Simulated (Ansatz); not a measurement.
These are PBE0-D3(BJ)/def2-SVP (Ansatz, an electronic-structure program) values and carry that method's errors. No frequencies were computed at this level.

Ansatz 0.2 input:
```yaml
crystal:
  periodic: [false, false, false]
  atoms:
    - { symbol: C, position_ang: [-1.939579, -1.392036, -1.514316] }
    - { symbol: O, position_ang: [-1.293628, -0.177246, -1.161775] }
    - { symbol: Ge, position_ang: [-0.000212, 0.000169, -0.000367] }
    - { symbol: O, position_ang: [0.133192, 1.715156, 0.30893] }
    - { symbol: C, position_ang: [-0.950995, 2.615925, 0.484251] }
    - { symbol: O, position_ang: [1.58933, -0.523359, -0.50271] }
    - { symbol: C, position_ang: [2.45666, 0.170561, -1.38785] }
    - { symbol: O, position_ang: [-0.430518, -1.011979, 1.357746] }
    - { symbol: C, position_ang: [0.434046, -1.394607, 2.417823] }
    - { symbol: H, position_ang: [-2.269084, -1.936263, -0.629485] }
    - { symbol: H, position_ang: [-2.804492, -1.111213, -2.11703] }
    - { symbol: H, position_ang: [-1.277302, -2.031301, -2.100761] }
    - { symbol: H, position_ang: [-1.671686, 2.530043, -0.328813] }
    - { symbol: H, position_ang: [-0.515928, 3.616414, 0.486715] }
    - { symbol: H, position_ang: [-1.459929, 2.435966, 1.432878] }
    - { symbol: H, position_ang: [3.418206, -0.341834, -1.333206] }
    - { symbol: H, position_ang: [2.577202, 1.211486, -1.088585] }
    - { symbol: H, position_ang: [2.080959, 0.134593, -2.411881] }
    - { symbol: H, position_ang: [1.370197, -1.802486, 2.037149] }
    - { symbol: H, position_ang: [-0.099163, -2.161187, 2.981879] }
    - { symbol: H, position_ang: [0.652726, -0.5468, 3.06941] }
basis:
  gaussian: { orbitals: def2-svp }
hamiltonian:
  xc: pbe0
  dispersion: d3bj
relax:
  max_steps: 150
```

Output:

```
Functional definition: PBE0
2220 factors; integrals over basis functions are off by at most 3.1e-4 eV
mean field evaluation 1: about -69000.8448 eV, gradient 8.1e1 eV
mean field evaluation 2: about -68992.2697 eV, gradient 1.1e2 eV
mean field evaluation 4: about -69013.6246 eV, gradient 2.7e0 eV
mean field evaluation 8: about -69013.6959 eV, gradient 2.3e-1 eV
mean field evaluation 16: about -69013.6960 eV, gradient 3.8e-5 eV
mean field -69013.69600329 eV, -2536.2065489578 hartree, gradient 3.8e-5 eV, S^2 0.000000; 0 other end points of the search recorded, 0 dependent functions left out
reference -69013.69604242 eV, -2536.2065503956 hartree; 50, 50 occupied and 154, 154 virtual orbitals, 2220 factors
relax step   1: F+E_penalty+E_count = -69014.08847693 eV  Δ(F+E_penalty+E_count) = +0.000e0 eV  max|allowed force component| = 9.308e-1 eV/Å  Δτ_max = 0.0000 Å  (27 SCF iters, accepted)
these checks for a lower state are left out or cut short: starts, cluster_reference, orbital_swaps, neighbouring_geometries, increment
2220 factors; integrals over basis functions are off by at most 3.2e-4 eV
mean field -69013.76523010 eV, -2536.2090929960 hartree, gradient 1.6e-5 eV, S^2 0.000000; 0 other end points of the search recorded, 0 dependent functions left out
reference -69013.76526888 eV, -2536.2090944213 hartree; 50, 50 occupied and 154, 154 virtual orbitals, 2220 factors
relax step   2: F+E_penalty+E_count = -69014.16123819 eV  Δ(F+E_penalty+E_count) = -7.276e-2 eV  max|allowed force component| = 4.011e-1 eV/Å  Δτ_max = 0.0373 Å  (29 SCF iters, accepted)
these checks for a lower state are left out or cut short: starts, cluster_reference, orbital_swaps, neighbouring_geometries, increment
2220 factors; integrals over basis functions are off by at most 3.3e-4 eV
mean field -69013.78388387 eV, -2536.2097785094 hartree, gradient 1.3e-5 eV, S^2 0.000000; 0 other end points of the search recorded, 0 dependent functions left out
reference -69013.78392209 eV, -2536.2097799139 hartree; 50, 50 occupied and 154, 154 virtual orbitals, 2220 factors
relax step   3: F+E_penalty+E_count = -69014.18529074 eV  Δ(F+E_penalty+E_count) = -2.405e-2 eV  max|allowed force component| = 9.155e-2 eV/Å  Δτ_max = 0.0533 Å  (29 SCF iters, accepted)
these checks for a lower state are left out or cut short: starts, cluster_reference, orbital_swaps, neighbouring_geometries, increment
2220 factors; integrals over basis functions are off by at most 3.3e-4 eV
mean field evaluation 32: about -69013.7835 eV, gradient 6.7e-1 eV
mean field -69013.78487944 eV, -2536.2098150959 hartree, gradient 1.1e-5 eV, S^2 0.000000; 0 other end points of the search recorded, 0 dependent functions left out
reference -69013.78491767 eV, -2536.2098165009 hartree; 50, 50 occupied and 154, 154 virtual orbitals, 2220 factors
relax step   4: F+E_penalty+E_count = -69014.18628283 eV  Δ(F+E_penalty+E_count) = -9.921e-4 eV  max|allowed force component| = 3.115e-2 eV/Å  Δτ_max = 0.0127 Å  (25 SCF iters, accepted)
these checks for a lower state are left out or cut short: starts, cluster_reference, orbital_swaps, neighbouring_geometries, increment
2220 factors; integrals over basis functions are off by at most 3.3e-4 eV
mean field -69013.78481927 eV, -2536.2098128846 hartree, gradient 1.6e-5 eV, S^2 0.000000; 0 other end points of the search recorded, 0 dependent functions left out
reference -69013.78485746 eV, -2536.2098142882 hartree; 50, 50 occupied and 154, 154 virtual orbitals, 2220 factors
relax step   5: F+E_penalty+E_count = -69014.18663199 eV  Δ(F+E_penalty+E_count) = -3.492e-4 eV  max|allowed force component| = 8.955e-3 eV/Å  Δτ_max = 0.0207 Å  (30 SCF iters, accepted)
these checks for a lower state are left out or cut short: starts, cluster_reference, orbital_swaps, neighbouring_geometries, increment
2220 factors; integrals over basis functions are off by at most 3.3e-4 eV
mean field -69013.78480223 eV, -2536.2098122586 hartree, gradient 1.6e-5 eV, S^2 0.000000; 0 other end points of the search recorded, 0 dependent functions left out
reference -69013.78484038 eV, -2536.2098136605 hartree; 50, 50 occupied and 154, 154 virtual orbitals, 2220 factors
relax step   6: F+E_penalty+E_count = -69014.18683738 eV  Δ(F+E_penalty+E_count) = -2.054e-4 eV  max|allowed force component| = 1.480e-2 eV/Å  Δτ_max = 0.0244 Å  (30 SCF iters, accepted)
these checks for a lower state are left out or cut short: starts, cluster_reference, orbital_swaps, neighbouring_geometries, increment
2220 factors; integrals over basis functions are off by at most 3.3e-4 eV
mean field -69013.78485934 eV, -2536.2098143573 hartree, gradient 1.6e-5 eV, S^2 0.000000; 0 other end points of the search recorded, 0 dependent functions left out
reference -69013.78489745 eV, -2536.2098157579 hartree; 50, 50 occupied and 154, 154 virtual orbitals, 2220 factors
relax step   7: F+E_penalty+E_count = -69014.18691950 eV  Δ(F+E_penalty+E_count) = -8.212e-5 eV  max|allowed force component| = 1.058e-2 eV/Å  Δτ_max = 0.0182 Å  (30 SCF iters, accepted)
these checks for a lower state are left out or cut short: starts, cluster_reference, orbital_swaps, neighbouring_geometries, increment
2220 factors; integrals over basis functions are off by at most 3.3e-4 eV
mean field -69013.78490840 eV, -2536.2098161603 hartree, gradient 1.3e-5 eV, S^2 0.000000; 0 other end points of the search recorded, 0 dependent functions left out
reference -69013.78494650 eV, -2536.2098175604 hartree; 50, 50 occupied and 154, 154 virtual orbitals, 2220 factors
relax step   8: F+E_penalty+E_count = -69014.18694936 eV  Δ(F+E_penalty+E_count) = -2.985e-5 eV  max|allowed force component| = 2.654e-3 eV/Å  Δτ_max = 0.0070 Å  (23 SCF iters, accepted)
2220 factors; integrals over basis functions are off by at most 3.3e-4 eV
mean field evaluation 64: about -69013.7314 eV, gradient 1.8e-1 eV
mean field -69013.78490840 eV, -2536.2098161603 hartree, gradient 1.3e-5 eV, S^2 0.000000; 1 other end points of the search recorded, 0 dependent functions left out
reference -69013.78494650 eV, -2536.2098175604 hartree; 50, 50 occupied and 154, 154 virtual orbitals, 2220 factors
Total energy: -69014.18698746 eV, -2536.2245922929 hartree
Atom 0 at    -1.859012    -1.346361    -1.532422 Å, force     0.001971     0.002312    -0.000545 eV/Å
Atom 1 at    -1.265935    -0.111301    -1.207874 Å, force    -0.001363    -0.001160     0.002057 eV/Å
Atom 2 at     0.000088    -0.000130    -0.000149 Å, force     0.000184    -0.000082    -0.000052 eV/Å
Atom 3 at     0.209121     1.705195     0.349068 Å, force    -0.001164     0.000074    -0.002212 eV/Å
Atom 4 at    -0.899027     2.554032     0.533068 Å, force     0.001790    -0.001501     0.001078 eV/Å
Atom 5 at     1.569660    -0.604618    -0.494939 Å, force     0.000984     0.002654     0.000651 eV/Å
Atom 6 at     2.380218     0.116880    -1.392099 Å, force    -0.001896    -0.002530     0.000645 eV/Å
Atom 7 at    -0.512433    -0.989754     1.353265 Å, force     0.002157    -0.001652    -0.000451 eV/Å
Atom 8 at     0.377785    -1.324499     2.391479 Å, force    -0.002234     0.001661    -0.001009 eV/Å
Atom 9 at    -2.152699    -1.914815    -0.633649 Å, force     0.000008     0.000784    -0.001050 eV/Å
Atom 10 at    -2.762418    -1.145479    -2.128309 Å, force     0.000007    -0.000907    -0.000124 eV/Å
Atom 11 at    -1.183721    -1.978127    -2.136749 Å, force    -0.000667    -0.000699     0.000673 eV/Å
Atom 12 at    -1.654020     2.429280    -0.261681 Å, force     0.001086     0.000509     0.000924 eV/Å
Atom 13 at    -0.539745     3.594257     0.512252 Å, force    -0.001100     0.000063     0.000256 eV/Å
Atom 14 at    -1.389752     2.380719     1.507506 Å, force    -0.000730     0.000516    -0.000943 eV/Å
Atom 15 at     3.386974    -0.327838    -1.376387 Å, force     0.000133     0.000560    -0.000671 eV/Å
Atom 16 at     2.463977     1.180812    -1.112419 Å, force     0.000069    -0.001339    -0.000019 eV/Å
Atom 17 at     1.996754     0.059620    -2.426525 Å, force     0.000498     0.001080     0.000178 eV/Å
Atom 18 at     1.343564    -1.694362     2.007203 Å, force    -0.001361     0.000227     0.000271 eV/Å
Atom 19 at    -0.084895    -2.120297     2.994976 Å, force     0.000662     0.000119     0.000511 eV/Å
Atom 20 at     0.575517    -0.463211     3.054389 Å, force     0.000966    -0.000689    -0.000166 eV/Å
Dipole moment:    -0.000114     0.000099     0.000130 e Å
```

Cost: about 4 core-minutes (a rough figure).
